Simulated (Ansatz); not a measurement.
Reaction (cleavage of the Al–B bond): `O[B](F)[AlH][F]` + `[SiH3]S` → `[F][AlH][S][SiH3]` + `OBF`

Isolated molecules relaxed with PBE0-D4/def2-TZVP in Ansatz; ΔE leaves out vibrations. CCSD(T)/CBS adds triple-zeta CCSD(T) − MP2 to the extrapolated MP2 energy (def2 sets, frozen cores). This one scheme is used for every species. One conformer a species, not always the lowest.

`O[B](F)[AlH][F]`:

Z-matrix (Å, degrees):
```
B
F 1 1.331
Al 1 2.153 2 122.1
O 1 1.351 2 115.5 3 180.0
F 3 1.661 1 111.0 2 -179.8
H 3 1.580 1 132.2 2 0.1
H 4 0.961 1 113.4 2 -180.0
```

`[SiH3]S`:

```xyz
6

Si    0.049   -0.418    0.319
S     0.701    1.232   -0.873
H    -0.828    0.024    1.432
H     1.295   -1.010    0.861
H    -0.679   -1.425   -0.494
H    -0.538    1.596   -1.245
```

`[F][AlH][S][SiH3]`:

Z-matrix (Å, degrees):
```
Si
S 1 2.141
H 1 1.483 2 108.9
H 1 1.485 2 110.5 3 120.4
H 1 1.483 2 108.9 3 -119.3
Al 2 2.166 1 99.7 3 -120.2
F 6 1.646 2 115.4 1 -180.0
H 6 1.568 2 125.5 1 -0.0
```

`OBF`:

Cartesian coordinates in Å:
```
O -0.506 -0.787 0.365
B 0.336 0.079 -0.225
F 0.124 1.390 -0.135
H -1.233 -0.358 0.829
H 1.278 -0.324 -0.834
```

```csv
species,HF/def2-QZVPP energy (Eh)
`O[B](F)[AlH][F]`,-541.85087
`[SiH3]S`,-688.85910
`[F][AlH][S][SiH3]`,-1030.40577
`OBF`,-200.36625
```

(1) Work out ΔE.

Largest T1 diagnostic among the species: 0.014.

## Answers

(1) ΔE = (-1030.40577) + (-200.36625) − (-541.85087) − (-688.85910) = -0.06205 Eh = -162.9 kJ/mol. CCSD(T)/CBS gives -158.1 kJ/mol.

From BLYP to BHLYP (50 % exact exchange), in def2-TZVPP and without D4, ΔE moves by −15.1 kJ/mol. The D4 term adds −3.6 kJ/mol with B3LYP and −1.9 kJ/mol with PBE0; it sums over pairs of atoms, weighted by their polarisabilities, and B3LYP, whose exchange is more repulsive, gets the larger term. Leaving LDA and LC-ωPBE aside and taking each functional with its dispersion term where it has one, the values, not all of them listed here, spread over 18.2 kJ/mol, from r2SCAN0-D4 to revPBE-D4.

B3LYP here is the variant with VWN-RPA as its local correlation; programs differ in this.
